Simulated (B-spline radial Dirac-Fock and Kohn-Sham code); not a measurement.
The Ru-like isoelectronic sequence (44 electrons), Z = 64 to 77

Calculated with a radial atomic solver, using Dirac-Fock ΔSCF + Breit + QED. Binding energies in eV, tabulated ground configurations ([Kr] 4d8 throughout). The model has no electron correlation.

```csv
ion,2p3/2,3p3/2,4s,outermost level,NIST ionisation energy
Gd²⁰⁺,7804.5,2105.3,897.1,644.1 (4d),639 ± 4
Tb²¹⁺,8126.7,2221.5,959.1,695.3 (4d),690 ± 4
Dy²²⁺,8456.0,2340.9,1023.3,748.2 (4d),743 ± 4
Ho²³⁺,8792.2,2463.4,1089.5,802.9 (4d),797 ± 4
Er²⁴⁺,9135.6,2589.3,1157.8,859.4 (4d),853 ± 4
Tm²⁵⁺,9485.9,2718.3,1228.2,917.6 (4d),911 ± 4
Yb²⁶⁺,9843.4,2850.5,1300.7,977.6 (4d),971 ± 4
Lu²⁷⁺,10207.9,2986.0,1375.4,1039.4 (4d),1032 ± 4
Hf²⁸⁺,10579.5,3124.7,1452.3,1102.9 (4d),1094 ± 4
Ta²⁹⁺,10958.2,3266.7,1531.3,1168.1 (4d),1160 ± 4
W³⁰⁺,?,?,?,?,?
Re³¹⁺,11736.8,3560.3,1696.0,1303.9 (4d),1294 ± 4
Os³²⁺,12136.8,3712.0,1781.7,1374.5 (4d),1364 ± 4
Ir³³⁺,12543.9,3867.0,1869.7,1446.8 (4d),1436 ± 5
```

Task: Fill in the row of W³⁰⁺.

Result: 2p3/2 11343.9, 3p3/2 3411.9, 4s 1612.5, outermost 1235.2 (4d), NIST 1230.4 ± 1.4 eV.

NIST's values are for the lowest levels; a dash marks a value that is missing or belongs to another shell. Their kind here: semi-empirical, theoretical. Where a p, d or f shell is open in either ion the computed value averages over both j values and all terms, while the table refers to the lowest levels; that difference holds spin-orbit splitting (largest in heavy or highly charged ions), term energies where several electrons share open shells, and correlation, and it can reach 10 % or more.
